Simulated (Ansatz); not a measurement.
Born–Oppenheimer molecular dynamics of ClH3InO (6 atoms, charge 1, multiplicity 1). It starts from a relaxed structure.

Computed with Ansatz, RKS PBE/def2-SVP.

```json
{"ensemble": "NVE (velocity Verlet)", "time step": "1 fs", "steps asked": "150", "starting velocities drawn for": "1000 K", "seed": "637469"}
```

Frames 1 fs apart, positions in Å.

Velocities at 40.0 fs (Å/ps):

```
O -3.76 4.02 5.75
In 1.44 -0.49 -1.51
Cl -1.06 0.53 2.05
H -42.93 1.53 -18.75
H -29.77 -2.82 -7.82
H 6.09 -24.89 35.46
```

```xyz
6
Properties=species:S:1:pos:R:3 time_fs=40.0 energy_less_start_eV=0.163 T=686
O -0.533 0.633 0.561
In 0.725 -0.750 -0.705
Cl -1.285 -1.414 -1.635
H -1.402 0.166 0.566
H -0.629 1.393 1.150
H 2.403 -0.441 -0.508
6
Properties=species:S:1:pos:R:3 time_fs=41.0 energy_less_start_eV=0.199 T=627
O -0.537 0.636 0.567
In 0.726 -0.751 -0.707
Cl -1.286 -1.414 -1.633
H -1.445 0.169 0.547
H -0.657 1.393 1.144
H 2.407 -0.467 -0.472
6
Properties=species:S:1:pos:R:3 time_fs=42.0 energy_less_start_eV=0.230 T=571
O -0.542 0.639 0.573
In 0.728 -0.751 -0.708
Cl -1.287 -1.413 -1.630
H -1.476 0.180 0.528
H -0.683 1.401 1.145
H 2.407 -0.494 -0.437
6
Properties=species:S:1:pos:R:3 time_fs=43.0 energy_less_start_eV=0.219 T=591
O -0.548 0.641 0.578
In 0.729 -0.751 -0.710
Cl -1.288 -1.413 -1.628
H -1.489 0.202 0.508
H -0.706 1.417 1.151
H 2.403 -0.522 -0.402
6
Properties=species:S:1:pos:R:3 time_fs=44.0 energy_less_start_eV=0.180 T=660
O -0.556 0.641 0.583
In 0.731 -0.752 -0.711
Cl -1.289 -1.412 -1.626
H -1.484 0.233 0.489
H -0.725 1.435 1.157
H 2.396 -0.551 -0.367
6
Properties=species:S:1:pos:R:3 time_fs=45.0 energy_less_start_eV=0.160 T=695
O -0.565 0.642 0.588
In 0.732 -0.752 -0.713
Cl -1.290 -1.412 -1.624
H -1.467 0.269 0.470
H -0.738 1.449 1.160
H 2.384 -0.581 -0.333
6
Properties=species:S:1:pos:R:3 time_fs=46.0 energy_less_start_eV=0.184 T=655
O -0.574 0.643 0.593
In 0.734 -0.753 -0.714
Cl -1.291 -1.412 -1.622
H -1.450 0.305 0.449
H -0.744 1.456 1.158
H 2.371 -0.611 -0.300
6
Properties=species:S:1:pos:R:3 time_fs=47.0 energy_less_start_eV=0.201 T=629
O -0.583 0.645 0.599
In 0.735 -0.753 -0.716
Cl -1.292 -1.411 -1.620
H -1.449 0.335 0.425
H -0.742 1.456 1.150
H 2.356 -0.642 -0.268
6
Properties=species:S:1:pos:R:3 time_fs=48.0 energy_less_start_eV=0.165 T=689
O -0.590 0.647 0.606
In 0.737 -0.753 -0.717
Cl -1.292 -1.411 -1.618
H -1.470 0.355 0.395
H -0.735 1.452 1.140
H 2.341 -0.672 -0.236
6
Properties=species:S:1:pos:R:3 time_fs=49.0 energy_less_start_eV=0.145 T=722
O -0.597 0.649 0.612
In 0.738 -0.754 -0.719
Cl -1.293 -1.411 -1.615
H -1.506 0.371 0.360
H -0.722 1.450 1.131
H 2.328 -0.701 -0.204
6
Properties=species:S:1:pos:R:3 time_fs=50.0 energy_less_start_eV=0.178 T=666
O -0.605 0.651 0.618
In 0.740 -0.754 -0.720
Cl -1.293 -1.410 -1.613
H -1.542 0.386 0.326
H -0.707 1.455 1.127
H 2.315 -0.730 -0.173
6
Properties=species:S:1:pos:R:3 time_fs=51.0 energy_less_start_eV=0.213 T=603
O -0.612 0.652 0.624
In 0.741 -0.754 -0.722
Cl -1.294 -1.410 -1.611
H -1.566 0.406 0.296
H -0.690 1.470 1.129
H 2.305 -0.758 -0.142
```

Of the whole run (150 fs, mean temperature of the second half 519 K): The conserved energy stayed within 1.9 meV per atom of its start (net change 0.33 meV per atom), so the integration is sound. The temperature averaged 0.52 of the 1000 K drawn at the start: a run that starts near a minimum puts about half its kinetic energy into the potential. A run of 0.15 ps of so small a system gives no equilibrium averages. Limits of this set-up: the dipole of an ion depends on the origin.

The run took 2.6 min on 1 thread of Arm Neoverse V2, on a shared host, peak memory 0.099 GiB.
